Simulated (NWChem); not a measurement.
The numbers come from NWChem runs, not from measurements. System: diantimony (Sb2), charge 0, spin multiplicity 1, at a geometry optimised with PBE/def2-SVP with def2 effective core potentials on Sb. Level: TD-PBE/def2-SVPD with def2 effective core potentials on Sb.

The NWChem input:

```
start mol
memory heap 200 mb stack 900 mb global 1100 mb
geometry units angstroms nocenter noautoz
  Sb     0.000000     0.000000     1.258040
  Sb     0.000000     0.000000    -1.258040
  symmetry group D2h
end
basis spherical
  * library def2-svpd
end
ecp
  Sb library def2-ecp
end
dft
  xc xpbe96 cpbe96
  semidirect memsize 60000000 filesize 0
  iterations 100
end
tddft
  rpa
  nroots 6
  notriplet
  thresh 1e-4
end
task tddft energy
```

NWChem printed:

```
             Northwest Computational Chemistry Package (NWChem) 7.3.0
             --------------------------------------------------------

                                NWChem Input Module
                                -------------------

 Scaling coordinates for geometry "geometry" by  1.889725989
 (inverse scale =  0.529177249)

 Turning off AUTOSYM since
 SYMMETRY directive was detected!

                             Geometry "geometry" -> ""
                             -------------------------

 Output coordinates in angstroms (scale by  1.889725989 to convert to a.u.)

  No.       Tag          Charge          X              Y              Z
 ---- ---------------- ---------- -------------- -------------- --------------
    1 Sb                  51.0000     0.00000000     0.00000000     1.25804000
    2 Sb                  51.0000     0.00000000     0.00000000    -1.25804000

 Effective nuclear repulsion energy (a.u.)     547.0374648851

            Nuclear Dipole moment (a.u.)
            ----------------------------
        X                 Y               Z
 ---------------- ---------------- ----------------
     0.0000000000     0.0000000000     0.0000000000

      Symmetry information
      --------------------

 Group name             D2h
 Group number             26
 Group order               8
 No. of unique centers     1

      Symmetry unique atoms

     1


 Summary of "ao basis" -> "" (spherical)
 ------------------------------------------------------------------------------
       Tag                 Description            Shells   Functions and Types
 ---------------- ------------------------------  ------  ---------------------
 *                         def2-svpd                  on all atoms

 Summary of "ao basis" -> "ao basis" (spherical)
 ------------------------------------------------------------------------------
       Tag                 Description            Shells   Functions and Types
 ---------------- ------------------------------  ------  ---------------------
 Sb                        def2-svpd                12       32   5s4p3d
[...]
  Root   4 singlet b3g            0.110279328 a.u.                3.0009 eV
  ----------------------------------------------------------------------------
     Transition Moments    X  0.00000   Y -0.00000   Z -0.00000
     Transition Moments   XX  0.00000  XY  0.00000  XZ -0.00238
     Transition Moments   YY  0.00000  YZ  3.41869  ZZ  0.00000
     Dipole Oscillator Strength                    0.0000000000
     Electric Quadrupole                           0.0000000835
     Magnetic Dipole                               0.0000038518
     Total Oscillator Strength                     0.0000039353

          sigma_e =   2.2218 Angstrom
          sigma_h =   2.1330 Angstrom
         |d_h->e| =   0.0000 Angstrom
            d_exc =   3.1119 Angstrom
            d_CD1 =   0.0887 Angstrom
            d_CD2 =  -2.1774 Angstrom
            d_CD3 =   3.1119 Angstrom
     Pearson C.C. =  -0.0209

     Occ.   21  ag  ---  Virt.   24  b3g -1.00013 X
     Occ.   21  ag  ---  Virt.   24  b3g  0.05556 Y
  ----------------------------------------------------------------------------
  Root   5 singlet b2g            0.110279339 a.u.                3.0009 eV
  ----------------------------------------------------------------------------
     Transition Moments    X  0.00000   Y -0.00000   Z  0.00000
     Transition Moments   XX -0.00000  XY -0.00000  XZ -3.41869
     Transition Moments   YY -0.00000  YZ -0.00238  ZZ -0.00000
     Dipole Oscillator Strength                    0.0000000000
     Electric Quadrupole                           0.0000000835
     Magnetic Dipole                               0.0000038518
     Total Oscillator Strength                     0.0000039353

          sigma_e =   2.2218 Angstrom
          sigma_h =   2.1330 Angstrom
         |d_h->e| =   0.0000 Angstrom
            d_exc =   3.1119 Angstrom
            d_CD1 =   0.0887 Angstrom
            d_CD2 =  -2.1774 Angstrom
            d_CD3 =   3.1119 Angstrom
     Pearson C.C. =  -0.0209

     Occ.   21  ag  ---  Virt.   25  b2g  1.00013 X
     Occ.   21  ag  ---  Virt.   25  b2g -0.05556 Y
  ----------------------------------------------------------------------------
  Root   6 singlet b1u            0.150942440 a.u.                4.1074 eV
  ----------------------------------------------------------------------------
     Transition Moments    X -0.00000   Y -0.00000   Z  1.08434
     Transition Moments   XX  0.00000  XY  0.00000  XZ -0.00000
     Transition Moments   YY  0.00000  YZ -0.00000  ZZ  0.00000
     Dipole Oscillator Strength                    0.1183174566
     Electric Quadrupole                           0.0000000000
     Magnetic Dipole                               0.0000000000
     Total Oscillator Strength                     0.1183174566

          sigma_e =   2.5465 Angstrom
          sigma_h =   1.9965 Angstrom
         |d_h->e| =   0.0000 Angstrom
            d_exc =   3.2801 Angstrom
            d_CD1 =   0.5500 Angstrom
            d_CD2 =  -2.2715 Angstrom
            d_CD3 =   3.2801 Angstrom
     Pearson C.C. =  -0.0284

     Occ.   21  ag  ---  Virt.   26  b1u  0.45484 X
     Occ.   21  ag  ---  Virt.   26  b1u  0.06313 Y
     Occ.   21  ag  ---  Virt.   30  b1u -0.09067 X
     Occ.   21  ag  ---  Virt.   38  b1u  0.05207 X
     Occ.   22  b2u ---  Virt.   24  b3g -0.65174 X
     Occ.   22  b2u ---  Virt.   24  b3g  0.19132 Y
     Occ.   22  b2u ---  Virt.   36  b3g -0.06827 X
     Occ.   23  b3u ---  Virt.   25  b2g -0.65174 X
     Occ.   23  b3u ---  Virt.   25  b2g  0.19132 Y
     Occ.   23  b3u ---  Virt.   37  b2g  0.06827 X

              Target root =      1
          Target symmetry = none
      Ground state energy =   -480.520088136483
        Excitation energy =      0.082435314485
     Excited state energy =   -480.437652821998

  stored tddft:energy   -480.43765282199837

 Task  times  cpu:       12.9s     wall:       12.9s

 Total times  cpu:       12.9s     wall:       12.9s
```
